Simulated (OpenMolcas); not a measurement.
A calculation on Co II.

```
Program             : OpenMolcas 26.06
Method              : XMS-CASPT2, IPEA 0.25 Eh, imaginary shift 0.1 Eh (closed shells correlated: 3s 3p)
Basis               : ANO-RCC-VTZP [6s5p3d2f1g]
Scalar Hamiltonian  : DKH2, point nucleus
Active space        : 8 electrons in 6 orbitals (3d 4s)
State averaging     : 2S+1 = 3 even, 55 roots; 2S+1 = 5 even, 10 roots kept (CI in the orbitals of an earlier block); 2S+1 = 1 even, 33 roots kept (CI in the orbitals of an earlier block)
Spin-orbit coupling : state interaction with AMFI integrals over the reference wave functions, term energies averaged over their components
```

**Question.** Which level of the active space comes out lowest?

**Answer.** 3d⁸ ³F₄, with 100 % of that term; it is also the measured ground level.

**Question.** How high does 3d⁸ ³P₂ lie?

**Answer.** 1.619 eV above the lowest level.

**Question.** How high does 3d⁸ ³F₂ lie?

**Answer.** 0.2182 eV above the lowest level; measured 0.1980 eV above the ground level, so the calculation is off by +10 %.

**Question.** How high does 3d⁷ 4s ³F₄(1) lie?

**Answer.** 1.889 eV above the lowest level; measured 1.2166 eV above the ground level, so the calculation is off by +55 %.

**Question.** The level at 1.317 eV has J = 2. What is it made of, and what is its g factor?

**Answer.** 83 % 3d⁸ ¹D₂, 11 % 3d⁸ ³P, 6 % 3d⁷ 4s ¹D; g = 1.051, against 1.000 from Landé's formula for the pure leading term.

Measured values: NIST Handbook of Basic Atomic Spectroscopic Data.

CASPT2 does not keep the components of a term degenerate, so their means are used; among the terms shown or strongly mixed into the levels shown the widest spread is 1100 cm-1 (3d⁸ ³F). Terms from blocks run as CI alone lack orbitals of their own. A single d shell beside an s shell can misplace configurations of different d count against each other. Computed and measured levels are paired by configuration, term and J; levels that our copy of the source lacks, or whose pairing is in doubt (as where it misses far off the trend of its configuration), stay unpaired and out of the deviations. Levels of configurations outside the active space are missing.

A number in round brackets counts repeated terms of one configuration in the order of the reference energies.
